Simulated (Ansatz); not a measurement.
C$_{2}$H$_{9}$AsSi, SMILES `C[As](C)[SiH3]`, relaxed with RKS PBE0-D4/def2-TZVP in the Gaussian-basis code of Ansatz from a PBE-D4/def2-SVP geometry. The force threshold is 0.005 eV/Å; the program also tests the step.

Charge 0, multiplicity 1.

Start:

```xyz
13

C    -1.085   -1.321    0.538
As   -0.584   -0.142   -0.995
C    -0.802    1.606   -0.050
Si    1.768   -0.300   -0.627
H    -0.843   -2.371    0.284
H    -0.566   -1.042    1.476
H    -2.180   -1.243    0.692
H    -0.305    1.618    0.940
H    -0.383    2.416   -0.679
H    -1.885    1.794    0.084
H     2.493    0.703   -1.486
H     2.121   -0.037    0.818
H     2.251   -1.679   -0.994
```

```
step  energy (eV)  largest force (eV/Å)  largest move (Å)
   1  -70927.7579                 0.498             0.000
   2  -70927.8053                 0.131             0.031
   3  -70927.8080                 0.048             0.016
   4  -70927.8086                 0.015             0.012
   5  -70927.8087                 0.007             0.004
   6  -70927.8087                 0.002             0.004
```

End:

```xyz
13

C    -1.078   -1.309    0.537
As   -0.571   -0.140   -0.973
C    -0.795    1.591   -0.048
Si    1.756   -0.298   -0.624
H    -0.834   -2.342    0.289
H    -0.572   -1.027    1.460
H    -2.157   -1.234    0.680
H    -0.315    1.596    0.932
H    -0.373    2.385   -0.664
H    -1.863    1.778    0.073
H     2.464    0.699   -1.473
H     2.107   -0.040    0.803
H     2.231   -1.659   -0.991
```

It took 24 s on 4 threads of a server CPU on a shared host, with 0.65 GiB of host memory at the peak.
